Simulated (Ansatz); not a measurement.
One change: `P[SiH2][GaH2]` becomes `[SiH3][GaH2]`.

Ansatz, PBE0-D4/def2-TZVP geometries, multiplicity 1. Each molecule was computed in one conformer, which needn't be the lowest.

Scalar relativity is left out up to krypton.

```json
{"property": "size of the dipole moment (ωB97M-V/def2-TZVPP) / D", "`P[SiH2][GaH2]`": "0.63"}
{"property": "LUMO energy (B3LYP/def2-TZVPP) / eV", "`P[SiH2][GaH2]`": "-2.48"}
{"property": "size of the dipole moment (B3LYP/def2-TZVPP) / D", "`P[SiH2][GaH2]`": "0.64"}
{"property": "HOMO–LUMO gap (B3LYP/def2-TZVPP) / eV", "`P[SiH2][GaH2]`": "4.78"}
{"property": "HOMO energy (B3LYP/def2-TZVPP) / eV", "`P[SiH2][GaH2]`": "-7.27"}
{"property": "HOMO energy (ωB97M-V/def2-TZVPP) / eV", "`P[SiH2][GaH2]`": "-9.48"}
```

(1) Give the same properties after the change, and the shifts. (Best estimate.)

Results:

(1) Computed: 
```
                                          property  `[SiH3][GaH2]`  shift
size of the dipole moment (ωB97M-V/def2-TZVPP) / D            0.14  -0.49
               LUMO energy (B3LYP/def2-TZVPP) / eV           -2.41   0.07
  size of the dipole moment (B3LYP/def2-TZVPP) / D            0.10  -0.54
             HOMO–LUMO gap (B3LYP/def2-TZVPP) / eV            5.03   0.25
               HOMO energy (B3LYP/def2-TZVPP) / eV           -7.45  -0.18
             HOMO energy (ωB97M-V/def2-TZVPP) / eV           -9.66  -0.18
```

With PBE0 the HOMO falls by 0.15 eV and the LUMO rises by 0.09 eV, so the gap widens by about 0.24 eV. PBE moves the HOMO by -0.14 eV and ωB97M-V by -0.18 eV. Dipoles are sizes alone; their direction can turn.

B3LYP here is the variant with VWN-RPA as its local correlation; programs differ in this.
